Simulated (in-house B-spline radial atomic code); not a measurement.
## Ionising the palladium ion Pd⁺ with different functionals

Computed with a B-spline radial code for spherical atoms: four-component Dirac-Coulomb Hamiltonian, Fermi nucleus of rms radius 4.5318 fm, spin-restricted, spherical fractional occupations for the functionals, and exact exchange of hybrids averaged over the configuration. The ionisation energy is the difference of two self-consistent energies, [Kr] 4d9 → [Kr] 4d8, without Breit or QED terms; ε is the level of the shell that loses the electron (mean over j). The electron is taken from both j subshells in proportion to 2j + 1, so the result is a j average, not the step between ground levels.

| method | rung | ΔSCF (eV) | -ε(4d) (eV) |
| --- | --- | --- | --- |
| PBE0 | global hybrid | 20.53 | 16.33 |
| HSE06 | range-separated hybrid | 20.53 | 15.93 |
| wB97X | range-separated hybrid | ? | ? |
| CAM-B3LYP | range-separated hybrid | ? | ? |

Problem. What does CAM-B3LYP give?

Solution. ΔSCF 20.59 eV, and -ε(4d) = 17.89 eV.

Problem. What does wB97X give?

Solution. ΔSCF 20.39 eV, and -ε(4d) = 18.84 eV.

Problem. Among the functionals, which spreads more, the ΔSCF values or the orbital energies?

Solution. The orbital energies: ΔSCF values span about 0.20 eV and the orbital energies 2.91 eV; here energy differences depend much less on the functional than eigenvalues do.

Problem. How do they compare with the NIST value?

Solution. NIST lists 19.4 eV ± 0.12 (semi-empirical, ground level to ground level). Errors run from +0.96 to +1.16 eV. The correlated functionals all miss on the same side by more than they spread, so the cause is common to them (Breit-QED terms, spin polarisation, the choice among j levels, multiplet and fine-structure energies, or a listed next ion that isn't the cheapest removal here) and closeness doesn't rank the functionals.
